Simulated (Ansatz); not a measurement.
Consider the redistribution: `N[SiH](F)BCl` + `F[SiH2][SiH]1C[SiH2]1` → `N[SiH](F)[SiH2]F` + `ClB[SiH]1C[SiH2]1`.

Program: Ansatz. Geometries: PBE0-D4/def2-TZVP. ΔE: electronic, gas phase. CCSD(T)/CBS adds triple-zeta CCSD(T) − MP2 to the extrapolated MP2 energy (def2 sets, frozen cores). Functionals use def2-TZVPP. B3LYP here is the variant with VWN-RPA as its local correlation; programs differ in this. One conformer a species, not always the lowest.

```
                species  B3LYP-D4 energy (Eh)
         `N[SiH](F)BCl`            -931.82016
`F[SiH2][SiH]1C[SiH2]1`           -1010.83413
     `N[SiH](F)[SiH2]F`            -836.78283
    `ClB[SiH]1C[SiH2]1`           -1105.87426
```

(1) Work out ΔE.

Largest T1 diagnostic among the species: 0.015.

Results:

(1) ΔE = (-836.78283) + (-1105.87426) − (-931.82016) − (-1010.83413) = -0.00280 Eh = -0.08 eV. CCSD(T)/CBS gives -0.04 eV.

In def2-TZVPP, CCSD(T) changes the Hartree–Fock value by −0.11 eV (the triples alone add −0.03 eV) and MP2 by −0.13 eV. From PBE to PBE0 (25 % exact exchange), in def2-TZVPP and without D4, ΔE moves by +0.04 eV.
